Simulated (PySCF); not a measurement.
**Xe⁺: excitation energy**

Xe⁺ [Kr] 4d10 5s2 5p5 (2P) → Xe⁺ [Kr] 4d10 5s1 5p6 (2S), as a difference of total energies. Calculation: PySCF 2.14, in aug-cc-pV5Z-PP with ECP28MDF; a scalar-relativistic core potential. Correlated levels: valence: 4s2 4p6 4d10 frozen. The calculations carry no spin-orbit coupling.

| method | excitation energy (eV) |
| --- | --- |
| UHF | 14.906 |
| LDA | 12.235 |
| PBE0 | 12.903 |
| r2SCAN | 12.694 |
| M06-L | 12.489 |
| revPBE | 12.227 |
| MP2 (valence) | 12.835 |
| SCS-MP2 (valence) | 12.600 |

Problem. Estimate what PBE gives.

Solution. 12.225 eV, closest to revPBE among the rows shown.

Problem. Estimate what BLYP gives.

Solution. 12.214 eV, closest to revPBE among the rows shown.

Every method misses the reference by a wide margin, which points to the basis or the choice of state and not to the methods.

For comparison: 10.831 eV (measured; NIST levels, between the centres of gravity of the two terms).
